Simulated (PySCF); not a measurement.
## Ionisation energy of Cd²⁹⁺ by level of theory

Cd²⁹⁺ [Ar] 3d1 (2D) → Cd³⁰⁺ [Ar] (1S), as a difference of total energies. Calculation: PySCF 2.14, in an uncontracted even-tempered set (17 s from 3.9 bohr⁻², ratio 2.5; 11 p from 5 bohr⁻², ratio 2.5; 8 d from 5 bohr⁻², ratio 2.5; 4 f from 18 bohr⁻², ratio 2.7; 3 g from 26 bohr⁻², ratio 2.7); no relativity, point nucleus. Correlated levels: outer shells: [Ne] frozen; virtual orbitals above 40 to 60 times the deepest correlated orbital energy dropped. The calculations carry no spin-orbit coupling.

```
                method  ionisation energy (eV)
                   UHF                  1631.2
                   LDA                  1632.5
                   PBE                  1633.0
                  PBE0                  1632.9
                r2SCAN                  1633.5
                  TPSS                  1632.7
                 TPSSh                  1632.7
    MP2 (outer shells)                  1631.0
SCS-MP2 (outer shells)                  1631.0
```

A first-order spin-orbit estimate (lowest level to lowest level, LS coupling) adds 5.435 eV.

All relativistic terms are absent from these numbers, so their closeness to the reference says little about the methods.

For comparison: 1635 ± 4 eV (theoretical estimate listed by NIST; NIST Atomic Spectra Database, ionization energies).
